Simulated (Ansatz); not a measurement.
Start from `F[CH2][GeH2][GeH3]` and change one atom or group to get `F[CH2][GeH2][Cl]`.

Ansatz, PBE0-D4/def2-TZVP geometries, multiplicity 1. Each molecule was computed in one conformer, which needn't be the lowest.

Scalar relativity is left out up to krypton.

| property | `F[CH2][GeH2][GeH3]` |
| --- | --- |
| LUMO energy (PBE/def2-TZVPP) / eV | -0.51 |
| LUMO energy (ωB97M-V/def2-TZVPP) / eV | 1.96 |
| HOMO energy (ωB97M-V/def2-TZVPP) / eV | -10.11 |
| HOMO–LUMO gap (B3LYP/def2-TZVPP) / eV | 7.88 |
| HOMO–LUMO gap (PBE/def2-TZVPP) / eV | 6.36 |
| LUMO energy (PBE0/def2-TZVPP) / eV | 0.30 |

(1) What does the change do to each property? (Best estimate.)

Answers

(1) Computed: 
```tsv
property	`F[CH2][GeH2][Cl]`	shift
LUMO energy (PBE/def2-TZVPP) / eV	-1.08	-0.57
LUMO energy (ωB97M-V/def2-TZVPP) / eV	1.77	-0.19
HOMO energy (ωB97M-V/def2-TZVPP) / eV	-10.70	-0.59
HOMO–LUMO gap (B3LYP/def2-TZVPP) / eV	7.82	-0.06
HOMO–LUMO gap (PBE/def2-TZVPP) / eV	6.00	-0.36
LUMO energy (PBE0/def2-TZVPP) / eV	-0.15	-0.45
```

B3LYP here is the variant with VWN-RPA as its local correlation; programs differ in this.
